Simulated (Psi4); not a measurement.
C2H5Si (SMILES [CH2][Si]C), doublet, at a GFN2-xTB geometry; CCSD(T)/6-31G* in Psi4.

Input for Psi4:
```
memory 2 GB

molecule {
0 2
C     1.61953144    0.05803377   -0.23682467
Si    0.02757061   -0.31501688    0.47248309
C    -1.50296767    0.33793466   -0.46954040
H     2.49596000   -0.47529916    0.10355807
H     1.84054048    1.09295016   -0.47418082
H    -1.25694284    1.27314064   -0.96834207
H    -1.81688614   -0.37491229   -1.22837557
H    -2.34804259    0.51854633    0.19076750
}

set {
  basis 6-31g*
  reference uhf
}

energy('ccsd(t)')
print_variables()
```

It wrote (shortened):

```
   => Loading Basis Set <=

    Name: 6-31G*
    Role: ORBITAL
    Keyword: BASIS

         ---------------------------------------------------------
                                   SCF
               by Justin Turney, Rob Parrish, Andy Simmonett
                          and Daniel G. A. Smith
                              UHF Reference
         ---------------------------------------------------------

  ==> Geometry <==

    Molecular point group: c1
    Full point group: C1

    Geometry (in Angstrom), charge = 0, multiplicity = 2:

       Center              X                  Y                   Z               Mass
    ------------   -----------------  -----------------  -----------------  -----------------
         C            1.600655316791     0.093308710347    -0.277989818033    12.000000000000
         SI           0.008694486791    -0.279741939653     0.431317941967    27.976926534650
         C           -1.521843793209     0.373209600347    -0.510705548033    12.000000000000
         H            2.477083876791    -0.440024219653     0.062392921967     1.007825032230
         H            1.821664356791     1.128225100347    -0.515345968033     1.007825032230
         H           -1.275818963209     1.308415580347    -1.009507218033     1.007825032230
         H           -1.835762263209    -0.339637349653    -1.269540718033     1.007825032230
         H           -2.366918713209     0.553821270347     0.149602351967     1.007825032230

  Running in c1 symmetry.

  Rotational constants: A =      0.91437  B =      0.20498  C =      0.17482 [cm^-1]
  Rotational constants: A =  27412.13110  B =   6145.18130  C =   5240.99258 [MHz]
  Nuclear repulsion =   89.981880747708672

  Charge       = 0
  Multiplicity = 2
  Electrons    = 31
  Nalpha       = 16
  Nbeta        = 15

  ==> Algorithm <==

  SCF Algorithm Type is PK.
  DIIS enabled.
  MOM disabled.
  Fractional occupation disabled.
  Guess Type is SAD.
  Energy threshold   = 1.00e-08
  Density threshold  = 1.00e-08
  Integral threshold = 1.00e-12

  ==> Primary Basis <==

  Basis Set: 6-31G*
    Blend: 6-31G*
    Number of shells: 30
    Number of basis functions: 59
    Number of Cartesian functions: 59
    Spherical Harmonics?: false
    Max angular momentum: 2

  ==> Integral Setup <==

  Using in-core PK algorithm.
   Calculation information:
      Number of atoms:                   8
      Number of AO shells:              30
      Number of primitives:             77
      Number of atomic orbitals:        59
      Number of basis functions:        59

      Integral cutoff                 1.00e-12
      Number of threads:                 1

  Performing in-core PK
  Using 3134670 doubles for integral storage.
  We computed 103696 shell quartets total.
  Whereas there are 108345 unique shell quartets.

  ==> DiskJK: Disk-Based J/K Matrices <==

    J tasked:                  Yes
    K tasked:                  Yes
    wK tasked:                  No
    Schwarz Cutoff:          1E-12

  Minimum eigenvalue in the overlap matrix is 9.2154071856E-03.
  Reciprocal condition number of the overlap matrix is 1.5126611130E-03.
    Using symmetric orthogonalization.

  ==> Pre-Iterations <==

  SCF Guess: Superposition of Atomic Densities via on-the-fly atomic UHF (no occupation information).

   -------------------------
    Irrep   Nso     Nmo
   -------------------------
     A         59      59
   -------------------------
    Total      59      59
   -------------------------

  ==> Iterations <==

                        Total Energy        Delta E     RMS |[F,P]|

   @UHF iter SAD:  -366.49821024938188   -3.66498e+02   0.00000e+00
   @UHF iter   1:  -367.31780632796568   -8.19596e-01   7.48462e-03 DIIS/ADIIS
   @UHF iter   2:  -367.40939654795494   -9.15902e-02   4.68342e-03 DIIS/ADIIS
   @UHF iter   3:  -367.45173782932727   -4.23413e-02   8.16182e-04 DIIS/ADIIS
   @UHF iter   4:  -367.45519582996792   -3.45800e-03   4.57813e-04 DIIS/ADIIS
   @UHF iter   5:  -367.45632914301433   -1.13331e-03   2.37566e-04 DIIS/ADIIS
   @UHF iter   6:  -367.45722349772052   -8.94355e-04   2.05166e-04 DIIS/ADIIS
   @UHF iter   7:  -367.45789846281519   -6.74965e-04   2.12984e-04 DIIS/ADIIS
   @UHF iter   8:  -367.45692468857601    9.73774e-04   1.80301e-04 DIIS/ADIIS
   @UHF iter   9:  -367.45601877783207    9.05911e-04   9.47970e-05 DIIS
   @UHF iter  10:  -367.45609932674438   -8.05489e-05   4.27671e-05 DIIS
   @UHF iter  11:  -367.45610974354634   -1.04168e-05   1.92658e-05 DIIS
   @UHF iter  12:  -367.45611459869122   -4.85514e-06   8.25322e-06 DIIS
   @UHF iter  13:  -367.45611564750283   -1.04881e-06   3.01377e-06 DIIS
   @UHF iter  14:  -367.45611574236017   -9.48573e-08   1.27421e-06 DIIS
   @UHF iter  15:  -367.45611576124065   -1.88805e-08   5.39680e-07 DIIS
   @UHF iter  16:  -367.45611576429985   -3.05920e-09   2.51959e-07 DIIS
   @UHF iter  17:  -367.45611576516967   -8.69818e-10   1.32216e-07 DIIS
   @UHF iter  18:  -367.45611576541307   -2.43404e-10   4.85964e-08 DIIS
   @UHF iter  19:  -367.45611576544712   -3.40492e-11   2.16180e-08 DIIS
   @UHF iter  20:  -367.45611576545321   -6.08225e-12   9.63570e-09 DIIS
  Energy and wave function converged.

  ==> Post-Iterations <==

   @Spin Contamination Metric:   3.655926008E-02
   @S^2 Expected:                7.500000000E-01
   @S^2 Observed:                7.865592601E-01
   @S   Expected:                5.000000000E-01
   @S   Observed:                5.000000000E-01

    Orbital Energies [Eh]
    ---------------------

    Alpha Occupied:

[...]
      16A     -0.285521

    Alpha Virtual:

[...]
      59A      4.597521

    Beta Occupied:

[...]
    Beta Virtual:

[...]
    Final Occupation by Irrep:
              A
    DOCC [    15 ]
    SOCC [     1 ]
    NA   [    16 ]
    NB   [    15 ]

  @UHF Final Energy:  -367.45611576545321

   => Energetics <=

    Nuclear Repulsion Energy =             89.9818807477086722
[...]
    Total Energy =                       -367.4561157654532053
[...]
    11        -0.394593337140593    2.671e-04    0.027077    0.000000    0.000000    0.000000
    12        -0.394598766538985    1.321e-04    0.027087    0.000000    0.000000    0.000000
    13        -0.394597479232697    5.721e-05    0.027092    0.000000    0.000000    0.000000
    14        -0.394597613641827    2.748e-05    0.027094    0.000000    0.000000    0.000000
    15        -0.394597782772437    1.220e-05    0.027095    0.000000    0.000000    0.000000
    16        -0.394597952105941    6.434e-06    0.027095    0.000000    0.000000    0.000000
    17        -0.394598113581583    4.359e-06    0.027096    0.000000    0.000000    0.000000
    18        -0.394598214465546    2.910e-06    0.027097    0.000000    0.000000    0.000000
    19        -0.394598208713918    1.727e-06    0.027098    0.000000    0.000000    0.000000
    20        -0.394598225800569    1.138e-06    0.027098    0.000000    0.000000    0.000000
    21        -0.394598236897805    6.340e-07    0.027099    0.000000    0.000000    0.000000
    22        -0.394598255612893    3.616e-07    0.027099    0.000000    0.000000    0.000000
    23        -0.394598264158529    2.060e-07    0.027099    0.000000    0.000000    0.000000
    24        -0.394598266019677    1.269e-07    0.027099    0.000000    0.000000    0.000000
    25        -0.394598264815587    6.598e-08    0.027099    0.000000    0.000000    0.000000

    Iterations converged.

    Largest TIA Amplitudes:
             15   0         0.0380455276
             14   0         0.0275841397
             15  16         0.0245505305
             15  17         0.0238448298
             15   2         0.0141129773
             14   2         0.0135943510
             15   1        -0.0115431378
             15   9         0.0112470823
              9   2         0.0110042374
             15  15         0.0106889581

    Largest Tia Amplitudes:
             14   0         0.0892101473
             14   1        -0.0432504765
             13   0         0.0305625228
             13   1        -0.0261650378
             10   1        -0.0214852454
             14  17         0.0191119646
             14   3        -0.0186564702
             14  12        -0.0176538039
             10   0        -0.0152668568
             14  10         0.0142251831

    Largest TIJAB Amplitudes:
     15  14   1   0         0.0195159422
     15  13   2   0         0.0135699788
     15  13  11   0         0.0123466771
     15  13   5   0         0.0104347031
     15  14   2   0         0.0101664953
     15  14  11   0         0.0099884402
     14  13  12   1        -0.0093987436
     15  14  10   9        -0.0093165799
     15  14  14   0         0.0092653501
     14  13   5   1         0.0087032539

    Largest Tijab Amplitudes:
     14  13   3   0        -0.0133928057
     14  13  12   0        -0.0124321496
     14  12   1   0         0.0111941537
     14  13   6   1         0.0104157171
     14  13  12   1         0.0100370097
     14  13   3   1         0.0093841662
     14  13   6   0        -0.0089905690
     14  13   1   0        -0.0088433541
     14   8   3   0        -0.0074795951
     14  10   1   0        -0.0073382799

    Largest TIjAb Amplitudes:
     15  14   0   0         0.1147314521
     15  14   0   1        -0.1112782768
     14  14   0   0         0.0624931176
     14  14   0   1        -0.0542225049
     15  14   0   2         0.0365101620
     15  14   1   0        -0.0318207044
     15  14   1   1         0.0272798768
     14  14   2   0         0.0245563651
     15  14   0  17        -0.0242403141
      9  14   0   1        -0.0216222373

    SCF energy       (wfn)                    = -367.456115765453205
    Reference energy (file100)                = -367.456115765454740

    Opposite-spin MP2 correlation energy      =   -0.272759425639711
    Same-spin MP2 correlation energy          =   -0.081545600047740
    Singles MP2 correlation energy            =   -0.000000000000000
    MP2 correlation energy                    =   -0.354305025687450
      * MP2 total energy                      = -367.810420791142178

    Opposite-spin CCSD correlation energy     =   -0.319438980305723
    Same-spin CCSD correlation energy         =   -0.075159284509865
    Singles CCSD correlation energy           =    0.000000000000000
    CCSD correlation energy                   =   -0.394598264815587
      * CCSD total energy                     = -367.850714030270353

            **************************
            *                        *
            *        CCTRIPLES       *
            *                        *
            **************************

    Wave function   =    CCSD_T
    Reference wfn   =      UHF

    Nuclear Rep. energy (wfn)                =   89.981880747708672
    SCF energy          (wfn)                = -367.456115765453205
    Reference energy    (file100)            = -367.456115765454740
    CCSD energy         (file100)            =   -0.394598264815587
    Total CCSD energy   (file100)            = -367.850714030270353

    Number of ijk index combinations:
    Spin Case AAA:                                 560
    Spin Case BBB:                                 455
    Spin Case AAB:                                1800
    Spin Case ABB:                                1680
    AAA (T) energy                             =   -0.000278985819088
    BBB (T) energy                             =   -0.000216061842809
    AAB (T) energy                             =   -0.007854046338750
    ABB (T) energy                             =   -0.006786782329487
    (T) energy                                   =   -0.015135876330134
      * CCSD(T) total energy                     = -367.865849906600488

  Variable Map:
  ----------------------------------------------------------------------------
[...]
  Array Variable Map:
  ----------------------------------------------------------------------------
[...]
[...]
```
